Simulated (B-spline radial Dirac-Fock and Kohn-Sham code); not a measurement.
Two-hole binding energies of Sm²⁵⁺

System: the Sm²⁵⁺ ion in the configuration [Kr] 4d1.

Calculated with an atomic code on a B-spline grid, using ΔSCF Dirac-Fock with Breit, self-energy and vacuum polarisation, finite nucleus, configuration average. U is the two-hole binding energy less the two single-hole energies, the effective repulsion of the holes after relaxation. Each two-hole energy is an average over J within one jj subconfiguration.

```tsv
holes	E(a) (eV)	E(b) (eV)	E(ab) (eV)	U (eV)
1s⁻¹ 2p1/2⁻¹	47659.0	8138.1	?	?
1s⁻¹ 3p1/2⁻¹	47659.0	2340.1	50126.3	127.3
1s⁻¹ 3d3/2⁻¹	47659.0	1903.1	49676.7	114.6
2s⁻¹ 2p3/2⁻¹	8566.7	7541.9	16301.6	193.0
2s⁻¹ 3p3/2⁻¹	8566.7	2214.5	10884.8	103.6
2s⁻¹ 3d5/2⁻¹	8566.7	1876.5	10554.0	110.8
2p1/2⁻¹ 3p3/2⁻¹	8138.1	2214.5	10459.7	107.0
2p1/2⁻¹ 3d3/2⁻¹	8138.1	1903.1	10152.4	111.1
2p1/2⁻¹ 3d5/2⁻¹	8138.1	1876.5	10127.9	113.3
2p3/2⁻¹ 3p1/2⁻¹	7541.9	2340.1	9992.0	110.1
2p3/2⁻¹ 3d3/2⁻¹	7541.9	1903.1	9559.4	114.4
3d3/2⁻²	1903.1	1903.1	3898.0	91.7
3d3/2⁻¹ 3d5/2⁻¹	1903.1	1876.5	3871.9	92.2
3d5/2⁻²	1876.5	1876.5	3844.0	90.9
```

Question: Give the missing two-hole energy and U.

Answer: E(ab) = 56144.9 eV and U = 347.8 eV.
